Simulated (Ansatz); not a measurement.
Frontier orbitals of CH₅BClFSi, SMILES `BC[SiH](F)Cl`.

Cartesian coordinates in Å:
```
B -0.500 -0.070 -1.492
C -0.786 0.170 0.005
Si 0.774 0.055 1.004
F 0.400 0.154 2.548
Cl 1.697 -1.743 0.710
H -0.677 -1.144 -1.985
H -0.057 0.812 -2.169
H -1.474 -0.553 0.456
H -1.121 1.194 0.216
H 1.744 1.126 0.709
```

The species carries charge 0 and has multiplicity 1. The structure was optimised at the PBE0-D4/def2-TZVP level. It is one conformer, not always the lowest. Basis def2-TZVPP, Ansatz.

```tsv
functional	HOMO (eV)	LUMO (eV)	gap (eV)
PBE	-7.72	-2.71	5.01
PBE0	-9.06	-1.73	7.33
B3LYP	-8.82	-1.94	6.88
r2SCANh	-8.53	-2.01	6.52
BHLYP	-10.29	-0.69	9.60
CAM-B3LYP	-10.43	-0.63	9.80
ωB97X-V	-11.44	0.46	11.90
ωB97M-V	-11.28	0.21	11.49
```

A quarter of exact exchange (PBE0) shifts PBE's HOMO by −1.34 eV and its LUMO by +0.98 eV; full exchange at long range (ωB97M-V) shifts them by −3.56 and +2.92 eV. The gap opens from 5.01 to 11.49 eV, since occupied levels lose self-interaction and empty ones feel all the electrons. A positive LUMO is unbound and depends on the basis.

B3LYP here is the variant with VWN-RPA as its local correlation; programs differ in this.
